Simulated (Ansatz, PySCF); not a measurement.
The pair A = N2 (SMILES N#N) (first 2 atoms), B = AsH3 (SMILES [AsH3]); geometry from B3LYP-D3(BJ)/def2-TZVP.
(charge 0, multiplicity 1):
```xyz
6

N      0.2416    -0.2329    -1.0082
N      0.4601    -0.6963    -0.0452
As    -0.3685     0.0808     3.2832
H      1.1162    -0.2562     3.3540
H     -0.7518    -1.3874     3.1392
H     -0.5133     0.0315     4.8011
```

Rows in 6-31G* carry no dispersion term and start afresh at each structure (6-31G* with six Cartesian d functions); the Pople sets are all-electron and without relativity. MP2/6-31G* freezes PySCF's default core, which leaves 3d correlated.

Run with Ansatz (Gaussian basis) for Hartree–Fock, density functionals and correlated methods; PySCF for 6-31G* rows. 

Total energies (hartree), monomers frozen at their geometry in the pair:

```tsv
structure	HF/aug-cc-pVDZ	B3LYP/def2-TZVPPD	MP2/6-31G*
AB	-2344.8610730	-2347.2851043	-2345.1462218
A in the pair's basis	-108.9614888	-109.5738390	-109.2522142
B in the pair's basis	-2235.9004047	-2237.7117687	-2235.8936631
A	-108.9613816	-109.5738004	-109.2513040
B	-2235.9001940	-2237.7117079	-2235.8934404
```

Question: Work out the interaction energy without and with the counterpoise correction, and the superposition error, for each level.

Answer: 
E(AB) − E(A) − E(B), times 627.509 kcal/mol, with the monomers in their own basis and then in the pair's basis:
- HF/aug-cc-pVDZ: 0.32 uncorrected, 0.51 corrected; the monomers gain 0.20 kcal/mol from borrowed functions
- B3LYP/def2-TZVPPD: 0.25 uncorrected, 0.32 corrected; the monomers gain 0.06 kcal/mol from borrowed functions
- MP2/6-31G*: -0.93 uncorrected, -0.22 corrected; the monomers gain 0.71 kcal/mol from borrowed functions

Ansatz is a quantum-chemistry and plane-wave program.
